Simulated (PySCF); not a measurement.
This PySCF input asks for the NMR shieldings of SMILES CCP(P)c1ccoc1, C₆H₁₀OP₂; the geometry comes from GFN2-xTB.

```python
import basis_set_exchange as bse
import numpy as np
from pyscf import gto, dft
from pyscf.prop import nmr

atoms = """
C    -2.012475   -1.395909    0.424238
C    -1.705584   -0.226113   -0.499452
P    -0.743616    1.103518    0.399712
P    -0.338386    2.342347   -1.339930
C     0.863227    0.259104    0.447158
C     1.673470   -0.195544   -0.634771
C     2.765652   -0.765842   -0.066839
O     2.697843   -0.700099    1.274775
C     1.549626   -0.079047    1.578406
H    -2.547361   -2.176697   -0.113325
H    -2.624456   -1.070048    1.262629
H    -1.090131   -1.818614    0.819639
H    -1.133629   -0.562190   -1.368750
H    -2.634361    0.229599   -0.856593
H    -1.521496    3.062280   -1.186212
H     0.384169    3.269720   -0.590971
H     1.458761   -0.097787   -1.680443
H     3.630310   -1.236662   -0.491746
H     1.318633    0.067233    2.615014
"""
names = dict.fromkeys(["C", "P", "O", "H"], "pcSseg-1")
basis = {el: gto.basis.parse(bse.get_basis(n, elements=[el], fmt="nwchem")) for el, n in names.items()}
mol = gto.M(atom=atoms, basis=basis, charge=0, verbose=0)
mf = dft.RKS(mol, xc="PBE0")
mf.grids.level = 2
mf.grids.alignment = dft.numint.BLKSIZE   # the property module wants whole blocks of grid points
mf.conv_tol = 1e-9
mf.kernel()

calc = nmr.RKS(mf)   # GIAO
C = mf.mo_coeff
Co = C[:, mf.mo_occ > 0]
resp = mf.gen_response(singlet=True, hermi=2)
def vind(x):   # induced exchange potential for any number of trial vectors
    d = np.einsum("pi,xij,qj->xpq", C, 2 * x.reshape(-1, C.shape[1], Co.shape[1]), Co, optimize=True)
    return np.einsum("xpq,pi,qj->xij", resp(d - d.transpose(0, 2, 1)), C, Co, optimize=True).ravel()
mo1, _ = nmr.rhf.solve_mo1(calc, with_cphf=vind)
sigma = calc.kernel(mo1)
for i, s in enumerate(sigma):   # ppm
    print("%2d %-2s %9.2f" % (i, mol.atom_pure_symbol(i), np.trace(s) / 3))
```

Question: What does it print?

Answer: 
```
 0 C     174.03
 1 C     155.55
 2 P     424.30
 3 P     528.02
 4 C      59.56
 5 C      68.59
 6 C      37.51
 7 O      25.87
 8 C      32.39
 9 H      30.43
10 H      30.76
11 H      30.86
12 H      29.93
13 H      30.26
14 H      29.21
15 H      29.30
16 H      24.49
17 H      24.08
18 H      24.05
```

These numbers come from an equivalent density-fitted implementation of the same equations, which agrees with the script to about 0.01 ppm for H and up to a few tenths of a ppm for heavy atoms, so last digits may differ.

Size and cost of the density-fitted run: 217 basis functions, of the order of 120 core-seconds.
